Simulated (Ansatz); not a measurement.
CH4BFO, SMILES `COBF`, 8 atoms. Total charge 0; spin multiplicity 1. All runs use 2 threads of a server CPU on a shared host. Correlated methods freeze the cores. Open-shell runs search over several starts.

Question: How many basis functions does each run have, and how long does it take in Ansatz? RKS CAM-B3LYP-D4/def2-TZVPP energy; UKS PBE-D4/def2-TZVPP energy of the cation; RKS PBE0-D4/def2-TZVP relaxation (5 steps); RHF-MP2/def2-QZVPP energy; RKS ωB97M-V/def2-QZVPP energy; RKS B3LYP-D4/def2-TZVPP energy and forces; UHF-CCSD(T)/def2-TZVPP energy of the cation; UKS B2PLYP (frozen core)/def2-TZVPP energy of the cation; RKS B97M-V/def2-TZVPP energy; RKS PBE0-D4/def2-TZVP frequencies; UKS r2SCAN-D4/def2-TZVPP energy of the cation; UKS ωB97X-V/def2-TZVPP energy of the cation. (An estimate is asked.)

Answer: Ansatz gave: Other jobs shared the machine, so times are rough.

| level | job | functions | wall time | peak host memory (GiB) |
| --- | --- | --- | --- | --- |
| RKS B3LYP-D4/def2-TZVPP | energy and forces | 180 | 2.6 s | 0.33 |
| RKS CAM-B3LYP-D4/def2-TZVPP | energy | 180 | 3.8 s | 0.37 |
| RKS B97M-V/def2-TZVPP | energy | 180 | 5.5 s | 0.23 |
| UKS PBE-D4/def2-TZVPP | energy of the cation | 180 | 13 s | 0.34 |
| RKS PBE0-D4/def2-TZVP | relaxation (5 steps) | 148 | 15 s | 0.26 |
| RKS ωB97M-V/def2-QZVPP | energy | 348 | 17 s | 1.1 |
| UKS r2SCAN-D4/def2-TZVPP | energy of the cation | 180 | 20 s | 0.4 |
| UKS B2PLYP (frozen core)/def2-TZVPP | energy of the cation | 180 | 21 s | 0.45 |
| RHF-MP2/def2-QZVPP | energy | 348 | 22 s | 1.4 |
| UKS ωB97X-V/def2-TZVPP | energy of the cation | 180 | 40 s | 0.66 |
| RKS PBE0-D4/def2-TZVP | frequencies | 148 | 100 s | 0.25 |
| UHF-CCSD(T)/def2-TZVPP | energy of the cation | 180 | 7.6 min | 2.1 |

B3LYP here is the variant with VWN-RPA as its local correlation; programs differ in this.
